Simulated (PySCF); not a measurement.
## Working with the constants of MoCl

UHF-CCSD(T) constants of MoCl, ⁶Σ⁺ (sextet), unpaired electrons σ ↑, π ↑↑, δ ↑↑ (Mo def2-TZVPP with ECP28, Cl def2-TZVPP; scalar-relativistic core potentials (PySCF 2.14); masses 97.9054 and 34.9689 u):

| Property | Result |
| --- | --- |
| ωe | 382.5 cm⁻¹ |
| ωexe | 1.34 cm⁻¹ |
| Be | 0.12436 cm⁻¹ |
| αe | 0.000566 cm⁻¹ |
| De to Mo (4d5 5s1) + Cl | 3.65 eV |

Task: What force constant and bond length do these constants imply?

Result: Reduced mass μred = 25.766 u; k = 5.8918×10⁻⁷·μred·ωe² (u, cm⁻¹, mdyn/Å) = 2.22 mdyn/Å; Re = √(16.8576/(μred·Be)) (u, cm⁻¹, Å) = 2.294 Å.

Task: Estimate the centrifugal constant D from the Kratzer relation and find the Dunham coefficient a1.

Result: D = 4Be³/ωe² = 5.26e-08 cm⁻¹; a1 = −1 − αeωe/(6Be²) = -3.33.

Correlated steps freeze 5 core orbitals. Spin–orbit coupling is left out, which matters for elements this heavy, above all for dissociation energies. The state is the lowest single determinant that the PBE0 search found; with open d or f shells the true ground state can be another one.
